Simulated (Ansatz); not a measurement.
Computed with Ansatz.

A structure relaxed at PBE0-D4/def2-TZVP, charge 0, multiplicity 1:

Cartesian coordinates in Å:
```
O -1.505 1.269 -2.388
C -0.880 0.433 -1.785
Si -0.555 0.556 0.098
N -0.163 -0.925 0.899
Si 1.371 -0.137 1.006
H -0.435 -0.434 -2.331
H -1.552 1.472 0.708
H -0.612 -1.775 1.192
H 1.833 0.278 2.355
H 2.498 -0.738 0.247
```

Q: Give its formula and SMILES.

A: CH5NOSi2, `O=C[SiH]1N[SiH2]1`.

Q: Summarise the bond lengths by kind.

A: 1 × C–O 1.205 Å; 1 × C–Si 1.915 Å; 1 × C–H 1.117 Å; 2 × N–Si 1.727 to 1.729 Å; 1 × Si–Si 2.240 Å; 3 × H–Si 1.485 to 1.486 Å; 1 × H–N 1.005 Å.
